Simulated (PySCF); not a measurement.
Correlation energy of Ar(2+) (argon, charge +2)

[Ne] 3s2 3p4, high-spin 3P determinant. Computed with PySCF 2.14 in def2-QZVPPD, with no relativity, point nucleus. Frozen: 1s2; 14 electrons correlated.

MP2 pair energies summed by pair of shells (mhartree):

| pair | energy | share (%) |
| --- | --- | --- |
| 2p-2p | -100.09 | 30.7 |
| 3p-3p | -67.12 | 20.6 |
| 3s-3p | -66.14 | 20.3 |
| 2p-3p | -26.89 | 8.2 |
| 2s-2p | -26.03 | 8.0 |
| 2p-3s | -15.76 | 4.8 |
| 3s-3s | -10.70 | 3.3 |
| 2s-2s | -6.51 | 2.0 |
| 2s-3p | -4.61 | 1.4 |
| 2s-3s | -2.38 | 0.7 |

Total MP2 correlation energy: -326.24 mhartree.

Same-spin part -89.31 and opposite-spin part -236.93 mhartree; SCS-MP2 scales them by 1/3 and 6/5 to -314.08 mhartree.

This basis was not built for core-valence correlation, so the inner-shell part is incomplete.
